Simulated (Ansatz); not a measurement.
C₃H₄Cl₃InN₂⁻, that is In(pzH)Cl3 with one electron more. Charge -1, multiplicity 2. Geometry PBE-D4/def2-SVP, that of the neutral singlet; atoms count from 1.

```xyz
13

In   -1.1624   -1.0831    1.8505
N    -0.0942   -0.2331    0.0270
C     0.2532   -0.6772   -1.1946
C     0.9163    0.3458   -1.9020
C     0.9439    1.4337   -1.0234
N     0.3288    1.0392    0.1139
H     0.0099   -1.7017   -1.4984
H     1.3226    0.3028   -2.9171
H     1.3523    2.4447   -1.1284
H     0.1354    1.5301    1.0093
Cl   -3.3484   -1.5620    1.0993
Cl   -0.8626    1.0278    2.9925
Cl    0.2052   -2.8669    2.5715
```

In the def2 sets In takes a core potential; there is no spin–orbit coupling. The highest occupied level of the charge -1 doublet lies above zero (up to 1.70 eV). Energy differences put its binding near zero (-0.01 eV; vertical, against the charge 0 singlet, at PBE0-D4/def2-SVP), which leaves it undecided.

(1) Estimate the Mulliken populations from the PBE0/def2-SVP orbitals of Ansatz.

(2) Where does the spin sit?

(3) And the Mayer bond orders between heavy atoms (over 0.3)?

Answers

(1) 
```csv
atom,charge (e),spin (α − β)
In1,0.38,0.52
N2,-0.24,0.07
C3,0.11,0.04
C4,-0.18,-0.03
C5,0.08,0.08
N6,-0.05,0.05
H7,0.04,0.00
H8,0.01,0.00
H9,0.02,0.00
H10,0.14,0.01
Cl11,-0.44,0.11
Cl12,-0.45,0.07
Cl13,-0.43,0.08
```
Mulliken values depend strongly on the basis.

(2) Summed by element: In 0.52, N 0.12, C 0.08, H 0.01, Cl 0.26, of 1 unpaired in all. Largest on single atoms: In1 0.52, Cl11 0.11, Cl13 0.08.

(3) In1–N2 0.38 (2.28 Å); In1–Cl11 0.84 (2.36 Å); In1–Cl12 0.67 (2.42 Å); In1–Cl13 0.85 (2.36 Å); N2–C3 1.40 (1.35 Å); N2–N6 1.17 (1.34 Å); C3–C4 1.37 (1.41 Å); C4–C5 1.41 (1.40 Å); C5–N6 1.23 (1.35 Å).
